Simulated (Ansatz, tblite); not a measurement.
Cost and result up the ladder for `COCCOCCOCCOCCCCCC[SeH]` (46 atoms). Charge 0, multiplicity 1. Geometry: PBE-D4/def2-SVP.

```xyz
46

C    -3.404   -2.058   -3.997
O    -3.020   -1.007   -3.146
C    -2.104   -1.367   -2.138
C    -0.764   -1.907   -2.626
O    -0.177   -0.977   -3.510
C     1.065   -1.406   -4.054
C     2.271   -1.200   -3.136
O     2.689    0.155   -3.050
C     1.944    0.997   -2.180
C     2.312    0.832   -0.706
O     1.790   -0.352   -0.111
C     0.506   -0.200    0.475
C     0.560    0.341    1.905
C    -0.829    0.457    2.542
C    -0.821    0.886    4.015
C    -0.318    2.311    4.263
C    -0.306    2.730    5.732
Se    0.934    1.707    6.895
H    -4.235   -1.684   -4.627
H    -2.582   -2.390   -4.676
H    -3.767   -2.953   -3.432
H    -2.540   -2.135   -1.445
H    -1.932   -0.444   -1.548
H    -0.127   -2.106   -1.729
H    -0.895   -2.893   -3.140
H     1.005   -2.485   -4.344
H     1.223   -0.812   -4.979
H     2.083   -1.631   -2.127
H     3.129   -1.751   -3.577
H     2.199    2.035   -2.483
H     0.848    0.866   -2.328
H     3.419    0.773   -0.624
H     1.987    1.740   -0.143
H    -0.152    0.447   -0.156
H     0.041   -1.210    0.479
H     1.204   -0.334    2.510
H     1.066    1.330    1.900
H    -1.450    1.167    1.950
H    -1.343   -0.526    2.462
H    -0.198    0.179    4.606
H    -1.852    0.798    4.424
H    -0.964    3.031    3.710
H     0.704    2.438    3.843
H    -0.061    3.803    5.851
H    -1.297    2.566    6.204
H     2.160    2.242    6.245
```

Ansatz on 2 threads of AMD EPYC 7R13 on a shared host and a share (18 GiB) of an NVIDIA H100 80GB HBM3; xTB runs through tblite on one thread. Times are rough, summed over both states, and most runs start from the orbitals of an earlier one. PBE0-D4/def2-TZVP serves as the yardstick here, not as an exact answer. The other state is a triplet.

The xTB rows come from tblite. Single mean-field runs in def2-TZVP are fitted with def2-universal-jkfit. HOMO above LUMO, or a gap near zero within one spin, warns that the state may not be the lowest or that an electron is smeared out.

xTB has no spin-polarisation term.

| level | functions | wall time | vertical triplet (eV) | difference from PBE0-D4/def2-TZVP (eV) | remarks |
| --- | --- | --- | --- | --- | --- |
| GFN2-xTB | 105 | 0.14 s | 4.25 | -0.17 | – |
| GFN1-xTB | 133 | 0.23 s | 5.03 | 0.60 | – |
| PBE0-D4/def2-TZVP | 743 | 13 s | 4.42 | 0.00 | – |
| PBE-D4/def2-TZVP (with forces) | 743 | 15 s | 4.31 | -0.11 | gap within one spin near zero (triplet) |
